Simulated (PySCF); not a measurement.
# How methods differ on the excitation energy of Ne⁺

Ne⁺ [He] 2s2 2p5 (2P) → Ne⁺ [He] 2s1 2p6 (2S), as a difference of total energies. Computed with PySCF 2.14 in x2c-QZVPPall (7s4p3d2f1g, 57 functions), with scalar relativity by spin-free X2C-1e. Correlated levels: valence: 1s2 frozen. The calculations carry no spin-orbit coupling.

| method | excitation energy (cm⁻¹) | error (cm⁻¹) |
| --- | --- | --- |
| UHF | 239510 | +22726 |
| MP2 (valence) | 222440 | +5648 |
| SCS-MP2 (valence) | 221300 | +4509 |
| CCSD (valence) | 219470 | +2683 |
| CCSD(T) (valence) | 218240 | +1452 |

Reference: 216790 cm⁻¹ (measured; NIST levels, between the centres of gravity of the two terms).

Errors of the correlated levels include the incompleteness of this basis and the frozen core.
